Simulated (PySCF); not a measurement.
Au2, SMILES [Au][Au], multiplicity 1. Atoms are numbered in the order given.

```xyz
2

Au     0.0000     0.0000    -1.2773
Au     0.0000     0.0000     1.2773
```
Charge 0, spin multiplicity 1.

Coordinates come from a B3LYP-D3(BJ)/def2-TZVPD optimisation. The spin state was assumed, not searched. The def2 effective core potentials stand for the cores of Au; spin–orbit coupling is left out.

Vertical ionisation energy (IE) and electron affinity (EA) in eV. Rows of orbital energies are one-electron estimates. Where ΔSCF, EOM or ADC give a negative EA the extra electron is unbound and the value depends on the basis.

```
level                                         IE    EA
------------------------------------------  ----  ----
−ε(HOMO), −ε(LUMO), PBE/def2-TZVPD (PySCF)  6.35  4.31
−ε(HOMO), −ε(LUMO), HF/def2-TZVPD (PySCF)   7.86  0.28
```
